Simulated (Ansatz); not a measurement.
Geometry optimisation of In4H4Se4⁺, that is (HInSe)4 cubane with one electron fewer.

```yaml
crystal:
  periodic: [false, false, false]
  atoms:
    - {symbol: In, position_ang: [-0.415671, 0.611910, 2.055286]}
    - {symbol: H, position_ang: [-0.745075, 1.095573, 3.682212]}
    - {symbol: Se, position_ang: [1.198352, 2.113527, 0.491519]}
    - {symbol: In, position_ang: [2.148388, -0.306191, -0.248530]}
    - {symbol: H, position_ang: [3.848617, -0.548627, -0.447906]}
    - {symbol: Se, position_ang: [0.769089, -1.766632, 1.559510]}
    - {symbol: In, position_ang: [-1.055878, -1.862529, -0.432292]}
    - {symbol: H, position_ang: [-1.892324, -3.337008, -0.772253]}
    - {symbol: Se, position_ang: [-2.438087, 0.348150, 0.281372]}
    - {symbol: In, position_ang: [-0.676803, 1.556790, -1.374499]}
    - {symbol: H, position_ang: [-1.211187, 2.790149, -2.461962]}
    - {symbol: Se, position_ang: [0.470578, -0.695111, -2.332457]}
basis:
  gaussian: {orbitals: def2-SVP}
total_charge: 1
magnetization: {spin_polarized: true, initial_magnetization: 1}
hamiltonian: {xc: pbe, dispersion: d4}
scf: {lower_state_search: "off"}
output: {orbitals: {seedname: orbitals}}
relax: {f_tol: 0.03, max_steps: 70}
```

```sh
$ ansatz run in.yaml --threads 2 --pin off --events-out ev --progress --plain --max-ram 32768MiB --backend cuda --devices 0, --max-vram 18GiB
```

It prints (some lines left out):

```
Functional definition: PBE
mean field -282089.24665899 eV, -10366.5886077589 hartree, gradient 2.2e-6 eV, S^2 0.752006; 0 other end points of the search recorded, 0 dependent functions left out
relax step   1: F+E_penalty+E_count = -282090.14010420 eV  Δ(F+E_penalty+E_count) = +0.000e0 eV  max|allowed force component| = 5.656e-1 eV/Å  Δτ_max = 0.0000 Å  (80 SCF iters, accepted)
mean field -282089.29117252 eV, -10366.5902436009 hartree, gradient 3.1e-6 eV, S^2 0.752114; 0 other end points of the search recorded, 0 dependent functions left out
relax step   2: F+E_penalty+E_count = -282090.18874418 eV  Δ(F+E_penalty+E_count) = -4.864e-2 eV  max|allowed force component| = 4.946e-1 eV/Å  Δτ_max = 0.1948 Å  (29 SCF iters, accepted)
mean field -282089.39465490 eV, -10366.5940465084 hartree, gradient 1.5e-6 eV, S^2 0.752102; 0 other end points of the search recorded, 0 dependent functions left out
relax step   3: F+E_penalty+E_count = -282090.28878925 eV  Δ(F+E_penalty+E_count) = -1.000e-1 eV  max|allowed force component| = 7.712e-2 eV/Å  Δτ_max = 0.0846 Å  (31 SCF iters, accepted)
mean field -282089.39538802 eV, -10366.5940734500 hartree, gradient 2.0e-6 eV, S^2 0.752078; 0 other end points of the search recorded, 0 dependent functions left out
relax step   4: F+E_penalty+E_count = -282090.29178881 eV  Δ(F+E_penalty+E_count) = -3.000e-3 eV  max|allowed force component| = 3.438e-2 eV/Å  Δτ_max = 0.0217 Å  (27 SCF iters, accepted)
mean field -282089.39719450 eV, -10366.5941398369 hartree, gradient 2.7e-6 eV, S^2 0.752092; 0 other end points of the search recorded, 0 dependent functions left out
relax step   5: F+E_penalty+E_count = -282090.29281970 eV  Δ(F+E_penalty+E_count) = -1.031e-3 eV  max|allowed force component| = 1.575e-2 eV/Å  Δτ_max = 0.0231 Å  (28 SCF iters, accepted)
mean field -282089.39775408 eV, -10366.5941604012 hartree, gradient 2.1e-6 eV, S^2 0.752108; 0 other end points of the search recorded, 0 dependent functions left out
relax step   6: F+E_penalty+E_count = -282090.29310107 eV  Δ(F+E_penalty+E_count) = -2.814e-4 eV  max|allowed force component| = 1.439e-2 eV/Å  Δτ_max = 0.0074 Å  (27 SCF iters, accepted)
mean field -282089.40188731 eV, -10366.5943122945 hartree, gradient 5.3e-6 eV, S^2 0.752337; 0 other end points of the search recorded, 0 dependent functions left out
relax step   7: F+E_penalty+E_count = -282090.29525777 eV  Δ(F+E_penalty+E_count) = -2.157e-3 eV  max|allowed force component| = 1.237e-1 eV/Å  Δτ_max = 0.0698 Å  (32 SCF iters, accepted)
mean field -282089.40075134 eV, -10366.5942705485 hartree, gradient 3.8e-6 eV, S^2 0.752599; 0 other end points of the search recorded, 0 dependent functions left out
relax step   8: F+E_penalty+E_count = -282090.29204440 eV  Δ(F+E_penalty+E_count) = +3.213e-3 eV  max|allowed force component| = 1.662e-1 eV/Å  Δτ_max = 0.0726 Å  (31 SCF iters, rejected (line search))
mean field -282089.41222007 eV, -10366.5946920166 hartree, gradient 2.2e-6 eV, S^2 0.752511; 0 other end points of the search recorded, 0 dependent functions left out
relax step   9: F+E_penalty+E_count = -282090.30568952 eV  Δ(F+E_penalty+E_count) = -1.043e-2 eV  max|allowed force component| = 1.612e-1 eV/Å  Δτ_max = 0.0363 Å  (34 SCF iters, accepted)
mean field -282089.41969446 eV, -10366.5949666952 hartree, gradient 2.5e-6 eV, S^2 0.752602; 0 other end points of the search recorded, 0 dependent functions left out
relax step  10: F+E_penalty+E_count = -282090.31214268 eV  Δ(F+E_penalty+E_count) = -6.453e-3 eV  max|allowed force component| = 1.316e-1 eV/Å  Δτ_max = 0.0341 Å  (32 SCF iters, accepted)
mean field -282089.42784793 eV, -10366.5952663298 hartree, gradient 1.4e-6 eV, S^2 0.752612; 0 other end points of the search recorded, 0 dependent functions left out
relax step  11: F+E_penalty+E_count = -282090.32120751 eV  Δ(F+E_penalty+E_count) = -9.065e-3 eV  max|allowed force component| = 1.060e-1 eV/Å  Δτ_max = 0.0220 Å  (34 SCF iters, accepted)
mean field -282089.43417581 eV, -10366.5954988752 hartree, gradient 1.5e-6 eV, S^2 0.752584; 0 other end points of the search recorded, 0 dependent functions left out
relax step  12: F+E_penalty+E_count = -282090.33154880 eV  Δ(F+E_penalty+E_count) = -1.034e-2 eV  max|allowed force component| = 2.631e-1 eV/Å  Δτ_max = 0.1059 Å  (38 SCF iters, accepted)
mean field -282089.43765923 eV, -10366.5956268882 hartree, gradient 2.6e-6 eV, S^2 0.752647; 0 other end points of the search recorded, 0 dependent functions left out
relax step  13: F+E_penalty+E_count = -282090.33541404 eV  Δ(F+E_penalty+E_count) = -3.865e-3 eV  max|allowed force component| = 2.534e-1 eV/Å  Δτ_max = 0.0213 Å  (30 SCF iters, accepted)
mean field -282089.42735644 eV, -10366.5952482678 hartree, gradient 2.9e-6 eV, S^2 0.753317; 0 other end points of the search recorded, 0 dependent functions left out
relax step  14: F+E_penalty+E_count = -282090.32495812 eV  Δ(F+E_penalty+E_count) = +1.046e-2 eV  max|allowed force component| = 3.758e-1 eV/Å  Δτ_max = 0.1986 Å  (35 SCF iters, rejected (line search))
mean field -282089.46142302 eV, -10366.5965001917 hartree, gradient 2.4e-6 eV, S^2 0.752981; 0 other end points of the search recorded, 0 dependent functions left out
relax step  15: F+E_penalty+E_count = -282090.35813925 eV  Δ(F+E_penalty+E_count) = -2.273e-2 eV  max|allowed force component| = 1.496e-1 eV/Å  Δτ_max = 0.0991 Å  (39 SCF iters, accepted)
mean field -282089.48028211 eV, -10366.5971932504 hartree, gradient 7.2e-6 eV, S^2 0.753412; 0 other end points of the search recorded, 0 dependent functions left out
relax step  16: F+E_penalty+E_count = -282090.37643630 eV  Δ(F+E_penalty+E_count) = -1.830e-2 eV  max|allowed force component| = 2.017e-1 eV/Å  Δτ_max = 0.0992 Å  (31 SCF iters, accepted)
mean field -282089.49123968 eV, -10366.5975959338 hartree, gradient 1.8e-6 eV, S^2 0.753626; 0 other end points of the search recorded, 0 dependent functions left out
relax step  17: F+E_penalty+E_count = -282090.38591749 eV  Δ(F+E_penalty+E_count) = -9.481e-3 eV  max|allowed force component| = 1.097e-1 eV/Å  Δτ_max = 0.0596 Å  (29 SCF iters, accepted)
mean field -282089.50447118 eV, -10366.5980821824 hartree, gradient 1.9e-6 eV, S^2 0.753820; 0 other end points of the search recorded, 0 dependent functions left out
relax step  18: F+E_penalty+E_count = -282090.40143475 eV  Δ(F+E_penalty+E_count) = -1.552e-2 eV  max|allowed force component| = 7.044e-2 eV/Å  Δτ_max = 0.1481 Å  (28 SCF iters, accepted)
mean field -282089.48442891 eV, -10366.5973456424 hartree, gradient 8.1e-6 eV, S^2 0.754203; 0 other end points of the search recorded, 0 dependent functions left out
relax step  19: F+E_penalty+E_count = -282090.37869022 eV  Δ(F+E_penalty+E_count) = +2.274e-2 eV  max|allowed force component| = 3.356e-1 eV/Å  Δτ_max = 0.0621 Å  (23 SCF iters, rejected (line search))
mean field -282089.50799701 eV, -10366.5982117543 hartree, gradient 1.0e-6 eV, S^2 0.753825; 0 other end points of the search recorded, 0 dependent functions left out
relax step  20: F+E_penalty+E_count = -282090.40349505 eV  Δ(F+E_penalty+E_count) = -2.060e-3 eV  max|allowed force component| = 6.508e-2 eV/Å  Δτ_max = 0.0310 Å  (25 SCF iters, accepted)
mean field -282089.50974494 eV, -10366.5982759893 hartree, gradient 2.6e-6 eV, S^2 0.753866; 0 other end points of the search recorded, 0 dependent functions left out
relax step  21: F+E_penalty+E_count = -282090.40626896 eV  Δ(F+E_penalty+E_count) = -2.774e-3 eV  max|allowed force component| = 1.670e-2 eV/Å  Δτ_max = 0.0437 Å  (24 SCF iters, accepted)
Total energy: -282090.40634117 eV, -10366.6312252930 hartree
Atom 0 at    -0.278885     0.901456     2.191704 Å, force     0.001998    -0.010548    -0.008478 eV/Å
Atom 1 at    -0.640275     1.325215     3.808671 Å, force    -0.002090     0.002927     0.005099 eV/Å
Atom 2 at     1.253852     2.162315     0.432811 Å, force     0.004649     0.015504     0.005221 eV/Å
Atom 3 at     2.135425    -0.307944    -0.244436 Å, force    -0.013722    -0.003801     0.008446 eV/Å
Atom 4 at     3.800929    -0.722166    -0.262201 Å, force    -0.007800    -0.002999     0.005144 eV/Å
Atom 5 at     0.486828    -1.647957     1.513367 Å, force     0.004848     0.009974    -0.011886 eV/Å
Atom 6 at    -1.036326    -2.016583    -0.743512 Å, force     0.008239     0.007778     0.011339 eV/Å
Atom 7 at    -1.883833    -3.476273    -1.018835 Å, force    -0.004834    -0.003791    -0.002289 eV/Å
Atom 8 at    -2.246946     0.153581     0.427252 Å, force     0.014203     0.004576    -0.011441 eV/Å
Atom 9 at    -0.679185     1.546483    -1.362921 Å, force     0.000879    -0.005978     0.006993 eV/Å
Atom 10 at    -1.436491     2.731891    -2.346643 Å, force    -0.003619    -0.007669     0.008551 eV/Å
Atom 11 at     0.524907    -0.650015    -2.395256 Å, force    -0.002751    -0.005974    -0.016700 eV/Å
Dipole moment:    -0.088607    -0.074486     0.096389 e Å
Checks for a lower state left out: stability, starts, cluster_reference, orbital_swaps, neighbouring_geometries, increment
```

Hardware: 2 threads of AMD EPYC 7R13 on a shared host and a share (18 GiB) of an NVIDIA H100 80GB HBM3. Wall time 93 s, peak host memory 0.91 GiB.

In the def2 sets In takes a core potential; there is no spin–orbit coupling.
